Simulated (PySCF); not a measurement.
Dipole moment and polarisability of `C=CPc1cccc(F)c1`

Compound: C8H8FP.
Structure used (PBE0-D3(BJ)/def2-SVP), in Å, numbered top down from 1:
```
atom  x, y, z in Å
C1     3.417    0.671   -0.031
C2     2.448    0.309    0.815
P3     1.376   -1.153    0.664
C4    -0.273   -0.356    0.421
C5    -1.394   -0.987    0.973
C6    -2.666   -0.438    0.807
C7    -2.834    0.747    0.097
C8    -1.712    1.367   -0.442
F9    -1.867    2.501   -1.124
C10   -0.438    0.838   -0.291
H11    4.079    1.514    0.190
H12    3.596    0.136   -0.969
H13    2.312    0.874    1.747
H14    1.666   -1.432   -0.708
H15   -1.266   -1.913    1.539
H16   -3.537   -0.936    1.240
H17   -3.816    1.202   -0.045
H18    0.415    1.364   -0.727
```

Level: PBE0/def2-SVPD (PySCF), static field, nuclei fixed, core orbitals frozen in the response. The polarisability tensor in these axes (au):

```
x   163.01   1.66  -8.49
y     1.66 111.44 -17.08
z    -8.49 -17.08  90.04
```

Give the principal values, the mean and the anisotropy Δα = √{½[(α1 − α2)² + (α2 − α3)² + (α1 − α3)²]}.

Principal values 80.05, 120.19 and 164.25 au; mean 121.50 au = 18.00 Å³ = 20.03 × 10⁻⁴⁰ C²·m²/J; Δα = 72.95 au (60 % of the mean).

What is the dipole moment, and where does it point?

(-0.18, -0.16, 0.21) D, 0.32 D in size, pointing from the negative to the positive side. Measured along this direction, the outermost atoms are H11 at the negative end and H16 at the positive end.

Find the Langevin capture rate constant for NO+ (29.998 u) meeting this molecule (154.035 u), k = 2.342 × 10⁻⁹ cm³/s × √(α in Å³ / reduced mass in u).

The reduced mass is 25.11 u, so k = 1.98 × 10⁻⁹ cm³/s. The formula leaves out the permanent dipole, which adds to the capture rate.

In a dilute gas of rigid molecules at 350 K, how does the orientational term μ²/3kT compare with the electronic polarisability?

In Gaussian units μ²/3kT = 0.69 Å³ against 18.00 Å³, a ratio of 0.04; the Debye molar polarisation (4π/3)N_A(α + μ²/3kT) is 47.2 cm³/mol, leaving out the vibrational part.

What molar refraction does this α imply?

Lorentz–Lorenz: R = (4π/3)N_A α = 2.5225 cm³/(mol·Å³) × 18.00 Å³ = 45.4 cm³/mol, in the limit of long wavelengths.

What would n − 1 = 2πNα be for an ideal gas of these molecules at 273.15 K and 1 atm, electronic part alone?

N = p/kT = 2.6868 × 10¹⁹ cm⁻³, so n − 1 = 2π × N × 18.00 × 10⁻²⁴ cm³ = 3039 × 10⁻⁶ at long wavelengths.

One conformer (not necessarily the lowest) at the PBE0-D3(BJ)/def2-SVP geometry, without solvent, vibrations or thermal averaging.
